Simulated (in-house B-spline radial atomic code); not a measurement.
**Tl8+: [Kr] 4d10 (4f5/2)6 (4f7/2)7 5s2 (5p1/2)2 (5p3/2)3 5d7 (with a hole in an inner shell)**

All numbers are computed (Dirac-Hartree-Fock, average of the jj configuration; Fermi nucleus of rms radius 5.4759 fm) with a radial B-spline atomic code at the basis-set limit, not measured.

Z_r = [3n² - l(l+1)]/(2<r>); Z_e = n√(-2ε); the last column is Slater's effective charge. Values are occupation-weighted means over j. An effective charge above Z reflects the relativistic contraction of the inner shells.

| shell | electrons | ε (eV) | <r> (bohr) | Z_r | Z_e | Slater |
| --- | --- | --- | --- | --- | --- | --- |
| 1s | 2 | -86248 | 0.01632 | 91.91 | 79.62 | 80.70 |
| 2s | 2 | -15626 | 0.06804 | 88.18 | 67.78 | 76.85 |
| 2p | 6 | -13597 | 0.0618 | 80.90 | 63.22 | 76.85 |
| 3s | 2 | -3913.3 | 0.1767 | 76.41 | 50.88 | 69.75 |
| 3p | 6 | -3311 | 0.178 | 70.24 | 46.80 | 69.75 |
| 3d | 10 | -2621.8 | 0.1625 | 64.61 | 41.64 | 59.85 |
| 4s | 2 | -1022.8 | 0.3903 | 61.49 | 34.68 | 53.25 |
| 4p | 6 | -818.91 | 0.4138 | 55.59 | 31.03 | 53.25 |
| 4d | 10 | -560.18 | 0.436 | 48.16 | 25.67 | 41.85 |
| 4f | 13 | -281.44 | 0.4552 | 39.55 | 18.19 | 30.80 |
| 5s | 2 | -279.89 | 0.8588 | 43.67 | 22.68 | 24.55 |
| 5p | 5 | -220.63 | 0.9492 | 38.45 | 20.13 | 24.55 |
| 5d | 7 | -140.53 | 1.147 | 30.07 | 16.07 | 12.90 |

The least bound orbital is 5d5/2 at -138.8 eV, and it is also the most diffuse (<r> = 1.16 bohr). The part-filled 4f shell lies below the filled 5s shell in orbital energy.

For the 1s electron the small component carries 9.52 % of the norm, the zero-frequency Breit interaction raises the level by 329.5 eV, self-energy by 212.8 eV, and vacuum polarisation lowers it by 44.72 eV.

The density falls to 0.001 bohr⁻³ at 2.576 bohr; Σ<r²> = 24.648 bohr² gives, by the non-relativistic formula and without the paramagnetism of open shells, a Langevin diamagnetic susceptibility of -19.52×10⁻⁶ cm³/mol.
